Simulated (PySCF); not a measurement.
Vertical excitations of a molecule C3H4ClNSi from PySCF with TDA-PBE/def2-SVPD, as energy in eV (oscillator strength): 2.81 (0.000), 4.10 (0.034), 4.38 (0.012), 4.80 (0.010), 5.56 (0.003), 5.70 (0.001), 5.81 (0.015), 6.09 (0.012), 6.29 (0.011), 6.33 (0.002). Lowest triplet (TDA): 2.31 eV. Coordinates come from a r2SCAN-D4/def2-SVP optimisation. One conformer was computed; it need not be the lowest.

Pick the molecule that these values belong to.
(A) Cl[Si@@H]1C=CN=C1
(B) Cl[Si@H]1C=CC=N1
(C) N#C/C=C(\[SiH3])Cl
(D) N#C/C([SiH3])=C/Cl

A, Cl[Si@@H]1C=CN=C1
